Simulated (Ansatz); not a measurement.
C2H8Cl2OSi2 (SMILES C[Si](C)(O)[SiH](Cl)Cl), singlet, at a GFN2-xTB geometry, atoms displaced at random by about 0.08 Å a coordinate; R2SCAN/STO-3G, gradient in Ansatz (a program for electronic structure).

Input for Ansatz:
Ansatz 0.2 input:
```yaml
crystal:
  periodic: [false, false, false]
  atoms:
    - {symbol: Si, position_ang: [1.05635738, -0.18415649, -0.27506711]}
    - {symbol: Cl, position_ang: [1.99668931, -0.30832582, 1.69418246]}
    - {symbol: Cl, position_ang: [1.25283322, 1.76416053, -0.75749355]}
    - {symbol: Si, position_ang: [-1.27854761, -0.63127130, -0.15301189]}
    - {symbol: C, position_ang: [-2.08059000, 0.23949479, -1.76988708]}
    - {symbol: C, position_ang: [-2.11914254, 0.04445506, 1.41066475]}
    - {symbol: O, position_ang: [-1.47132981, -2.09250613, -0.17014406]}
    - {symbol: H, position_ang: [1.77829038, -0.98674223, -1.08831489]}
    - {symbol: H, position_ang: [-3.19825931, -0.09866937, -1.73866415]}
    - {symbol: H, position_ang: [-1.56935484, 0.04703468, -2.62685011]}
    - {symbol: H, position_ang: [-1.98876218, 1.36657774, -1.72883515]}
    - {symbol: H, position_ang: [-1.89679570, 1.08324996, 1.57304437]}
    - {symbol: H, position_ang: [-1.80181745, -0.42637020, 2.40497063]}
    - {symbol: H, position_ang: [-3.16714813, -0.06526538, 1.37703998]}
    - {symbol: H, position_ang: [-1.35245371, -2.65762123, -0.99291472]}
basis:
  gaussian:
    orbitals: STO-3G
hamiltonian:
  xc: r2scan
output: {forces: true}
```

It wrote (shortened):

```
Functional definition: r2SCAN
715 factors; integrals over basis functions are off by at most 3.4e-5 eV
mean field evaluation 1: about -44537.3374 eV, gradient 3.3e1 eV
mean field evaluation 2: about -44533.2621 eV, gradient 5.0e1 eV
mean field evaluation 4: about -44541.6958 eV, gradient 2.7e0 eV
mean field evaluation 8: about -44541.6315 eV, gradient 8.3e-2 eV
mean field -44541.63150198 eV, -1636.8747662954 hartree, gradient 2.5e-5 eV, S^2 0.000000; 0 other end points of the search recorded, 0 dependent functions left out
the calculation of the forces begins
reference -44541.63150962 eV, -1636.8747665763 hartree; 45, 45 occupied and 14, 14 virtual orbitals, 715 factors
Total energy: -44541.63150962 eV, -1636.8747665763 hartree
Atom 0 at     1.056357    -0.184156    -0.275067 Å, force    -2.750436    -0.078686     4.091690 eV/Å
Atom 1 at     1.996689    -0.308326     1.694182 Å, force    -0.342471    -0.192480    -0.954790 eV/Å
Atom 2 at     1.252833     1.764161    -0.757494 Å, force     0.511415     2.305899    -0.969464 eV/Å
Atom 3 at    -1.278548    -0.631271    -0.153012 Å, force     1.302092    11.069443    -1.335603 eV/Å
Atom 4 at    -2.080590     0.239495    -1.769887 Å, force    -2.618272     1.248725     5.367840 eV/Å
Atom 5 at    -2.119143     0.044455     1.410665 Å, force     2.424336    -1.170853     1.788899 eV/Å
Atom 6 at    -1.471330    -2.092506    -0.170144 Å, force    -1.717422   -11.014560    -0.271236 eV/Å
Atom 7 at     1.778290    -0.986742    -1.088315 Å, force     1.958096    -1.673383    -1.992971 eV/Å
Atom 8 at    -3.198259    -0.098669    -1.738664 Å, force     2.378789     0.946487    -0.768089 eV/Å
Atom 9 at    -1.569355     0.047035    -2.626850 Å, force     1.504201    -1.804552    -3.547569 eV/Å
Atom 10 at    -1.988762     1.366578    -1.728835 Å, force    -0.661182    -1.201701     0.621778 eV/Å
Atom 11 at    -1.896796     1.083250     1.573044 Å, force     0.113254     1.033298    -0.311448 eV/Å
Atom 12 at    -1.801817    -0.426370     2.404971 Å, force    -0.189765     0.194065    -1.799905 eV/Å
Atom 13 at    -3.167148    -0.065265     1.377040 Å, force    -1.904661    -0.168920    -0.358765 eV/Å
Atom 14 at    -1.352454    -2.657621    -0.992915 Å, force    -0.007974     0.507218     0.439633 eV/Å
Dipole moment:    -0.616015    -0.612188    -0.636318 e Å
```
